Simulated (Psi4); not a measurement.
Psi4 input (wB97X-D/6-31G*):

```
memory 1500 MB

molecule {
1 1
Al    0.00000000    0.00000000    0.00000000
F    -0.00000000   -0.00000000   -1.59181975
F     0.00000000    0.00000000    1.59181975
symmetry c1
no_reorient
no_com
}

set {
  basis 6-31G*
  reference rks
  scf_type pk
  dft_radial_points 99
  dft_spherical_points 590
  e_convergence 1e-8
  d_convergence 1e-7
  maxiter 150
}

e = energy('wb97x-d')
print_out(f'\nFINAL {e:.10f} DIPOLE {variable("CURRENT DIPOLE")[0]:.6f} {variable("CURRENT DIPOLE")[1]:.6f} {variable("CURRENT DIPOLE")[2]:.6f}\n')
```

Output:

```
   => Loading Basis Set <=

    Name: 6-31G*
    Role: ORBITAL
    Keyword: BASIS
    atoms 1   entry AL         line   244 file 6-31gs.gbs
    atoms 2-3 entry F          line   162 file 6-31gs.gbs

   => WB97X-D: Empirical Dispersion <=

    Chai and Head-Gordon Dispersion Correction
    Chai, J.-D.; Head-Gordon, M. (2010), J. Chem. Phys., 132: 6615-6620

        s6 =       1.000000

         ---------------------------------------------------------
                                   SCF
               by Justin Turney, Rob Parrish, Andy Simmonett
                          and Daniel G. A. Smith
                              RKS Reference
         ---------------------------------------------------------

  ==> Geometry <==

    Molecular point group: c1
    Full point group: D_inf_h

    Geometry (in Angstrom), charge = 1, multiplicity = 1:

       Center              X                  Y                   Z               Mass
    ------------   -----------------  -----------------  -----------------  -----------------
         AL           0.000000000000     0.000000000000     0.000000000000    26.981538530000
         F            0.000000000000     0.000000000000    -1.591819750000    18.998403162730
         F            0.000000000000     0.000000000000     1.591819750000    18.998403162730

  Running in c1 symmetry.

  Rotational constants: A = ************  B =      0.17509  C =      0.17509 [cm^-1]
  Rotational constants: A = ************  B =   5249.06954  C =   5249.06954 [MHz]
  Nuclear repulsion =   91.253513049398336

  Charge       = 1
  Multiplicity = 1
  Electrons    = 30
  Nalpha       = 15
  Nbeta        = 15

  ==> Algorithm <==

  SCF Algorithm Type is PK.
  DIIS enabled.
  MOM disabled.
  Fractional occupation disabled.
  Guess Type is SAD.
  Energy threshold   = 1.00e-08
  Density threshold  = 1.00e-07
  Integral threshold = 1.00e-12

  ==> Primary Basis <==

  Basis Set: 6-31G*
    Blend: 6-31G*
    Number of shells: 20
    Number of basis functions: 49
    Number of Cartesian functions: 49
    Spherical Harmonics?: false
    Max angular momentum: 2

  ==> DFT Potential <==

   => LibXC <=

    Version 7.1.2
    S. Lehtola, C. Steigemann, M. J. T. Oliveira, and M. A. L. Marques,  SoftwareX 7, 1–5 (2018) (10.1016/j.softx.2017.11.002)

   => Composite Functional: WB97X-D <=

    wB97X-D Hyb-GGA Exchange-Correlation Functional

    J.-D. Chai and M. Head-Gordon,  Phys. Chem. Chem. Phys. 10, 6615–6620 (2008) (10.1039/B810189B)

    Deriv               =              1
    GGA                 =           TRUE
    Meta                =          FALSE

    Exchange Hybrid     =           TRUE
    MP2 Hybrid          =          FALSE

   => Exchange-Correlation Functionals <=

    1.0000   wB97X-D range-separated functional

   => Exact (HF) Exchange <=

    0.7780            HF,LR [omega = 0.2000]
    0.2220               HF

   => LibXC Density Thresholds  <==

    XC_HYB_GGA_XC_WB97X_D:  1.00E-14

   => Molecular Quadrature <=

    Radial Scheme          =       TREUTLER
    Pruning Scheme         =           NONE
    Nuclear Scheme         =       TREUTLER

    Blocking Scheme        =         OCTREE
    BS radius alpha        =              1
    Pruning alpha          =              1
    Radial Points          =             99
    Spherical Points       =            590
    Total Points           =         168630
    Total Blocks           =           1308
    Max Points             =            256
    Max Functions          =             48
    Weights Tolerance      =       1.00E-15

  ==> Integral Setup <==

  Using in-core PK algorithm.
   Calculation information:
      Number of atoms:                   3
      Number of AO shells:              20
      Number of primitives:             57
      Number of atomic orbitals:        49
      Number of basis functions:        49

      Integral cutoff                 1.00e-12
      Number of threads:                 1

  Performing in-core PK
  Using 2252775 doubles for integral storage.
  We computed 20365 shell quartets total.
  Whereas there are 22155 unique shell quartets.

  Computing range-separated integrals for PK
  We computed 20365 wK shell quartets total.
  Whereas there are 22155 wK unique shell quartets.

  ==> DiskJK: Disk-Based J/K Matrices <==

    J tasked:                  Yes
    K tasked:                  Yes
    wK tasked:                 Yes
    Omega:               2.000E-01
    Schwarz Cutoff:          1E-12


  Cached 100.0% of DFT collocation blocks in 0.199 [GiB].

  Minimum eigenvalue in the overlap matrix is 4.1780972831E-03.
  Reciprocal condition number of the overlap matrix is 8.3460807113E-04.
    Using symmetric orthogonalization.

  ==> Pre-Iterations <==

  SCF Guess: Superposition of Atomic Densities via on-the-fly atomic UHF (no occupation information).

   -------------------------
    Irrep   Nso     Nmo
   -------------------------
     A         49      49
   -------------------------
    Total      49      49
   -------------------------

  ==> Iterations <==

                        Total Energy        Delta E     RMS |[F,P]|

   @RKS iter SAD:  -441.29353127892472   -4.41294e+02   0.00000e+00
   @RKS iter   1:  -441.68735979443318   -3.93829e-01   1.21803e-02 DIIS/ADIIS
   @RKS iter   2:  -441.63039741944749    5.69624e-02   1.62268e-02 DIIS/ADIIS
   @RKS iter   3:  -441.81637582662086   -1.85978e-01   5.16789e-04 DIIS/ADIIS
   @RKS iter   4:  -441.81667413765587   -2.98311e-04   1.92338e-04 DIIS/ADIIS
   @RKS iter   5:  -441.81671549820464   -4.13605e-05   1.92298e-05 DIIS
   @RKS iter   6:  -441.81671673966099   -1.24146e-06   3.00952e-06 DIIS
   @RKS iter   7:  -441.81671678066999   -4.10090e-08   4.58504e-07 DIIS
   @RKS iter   8:  -441.81671678155362   -8.83631e-10   1.21798e-07 DIIS
   @RKS iter   9:  -441.81671678158386   -3.02407e-11   1.68396e-08 DIIS
  Energy and wave function converged.

  ==> Post-Iterations <==

   Electrons on quadrature grid:
      Ntotal   =   29.9999998029 ; deviation = -1.971e-07

    Orbital Energies [Eh]
    ---------------------

    Doubly Occupied:

       1A    -56.602925     2A    -25.089391     3A    -25.089386
       4A     -4.653994     5A     -3.195850     6A     -3.195850
       7A     -3.188249     8A     -1.544879     9A     -1.536038
      10A     -0.846448    11A     -0.810280    12A     -0.783511
      13A     -0.783511    14A     -0.774510    15A     -0.774510

    Virtual:

      16A     -0.295027    17A     -0.185175    18A     -0.185175
      19A     -0.035662    20A      0.028502    21A      0.038783
      22A      0.038783    23A      0.254538    24A      0.254538
      25A      0.267816    26A      0.346760    27A      0.346760
      28A      0.762439    29A      1.097959    30A      1.117523
      31A      1.117523    32A      1.120506    33A      1.120506
      34A      1.146979    35A      1.372448    36A      1.552481
      37A      1.653869    38A      1.653873    39A      1.694264
      40A      1.694267    41A      1.700803    42A      1.700803
      43A      1.880542    44A      2.064794    45A      2.064794
      46A      2.196685    47A      3.190543    48A      4.137815
      49A      4.420527

    Final Occupation by Irrep:
              A
    DOCC [    15 ]
    NA   [    15 ]
    NB   [    15 ]

  @RKS Final Energy:  -441.81671678158386

   => Energetics <=

    Nuclear Repulsion Energy =             91.2535130493983360
    One-Electron Energy =                -788.9277692699021145
    Two-Electron Energy =                 284.1946129584958953
    DFT Exchange-Correlation Energy =     -28.3368717303721596
    Empirical Dispersion Energy =          -0.0002017892038011
    VV10 Nonlocal Energy =                  0.0000000000000000
    Total Energy =                       -441.8167167815838638

Computation Completed

Properties will be evaluated at   0.000000,   0.000000,   0.000000 [a0]

Properties computed using the SCF density matrix

 Multipole Moments:

 ------------------------------------------------------------------------------------
     Multipole            Electronic (a.u.)      Nuclear  (a.u.)        Total (a.u.)
 ------------------------------------------------------------------------------------

 L = 1.  Multiply by 2.5417464519 to convert [e a0] to [Debye]
 Dipole X            :          0.0000000            0.0000000            0.0000000
 Dipole Y            :         -0.0000000            0.0000000           -0.0000000
 Dipole Z            :          0.0000000            0.0000000            0.0000000
 Magnitude           :                                                    0.0000000

 ------------------------------------------------------------------------------------

FINAL -441.8167167816 DIPOLE 0.000000 -0.000000 0.000000

*** Psi4 exiting successfully. Buy a developer a beer!
```

The dipole moment of an ion depends on the origin.
